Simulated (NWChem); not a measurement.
Species: CH3FTe; SMILES C[Te]F

```xyz
6

Te     0.3707     0.0376     0.0000
F     -1.0052     1.4508     0.0000
C     -1.0636    -1.5759     0.0001
H     -0.4813    -2.5194    -0.0078
H     -1.6890    -1.5149    -0.9088
H     -1.6807    -1.5244     0.9151
```
Atoms are numbered in this order, from 1.

Computed with NWChem. Structure relaxed at the PBE-D3(BJ)/def2-SVP (def2 core potentials past Kr) level.

For level PBE/3-21G, non-relativistic:

- highest occupied level (eV): -4.51
- orbital gap (eV): 2.17
- dipole (D): 2.28

Problem. Estimate the same quantities for level PBE/STO-3G, non-relativistic.

Solution. 
* **highest occupied level (eV)**: -1.74
* **orbital gap (eV)**: 2.94
* **dipole (D)**: 1.22
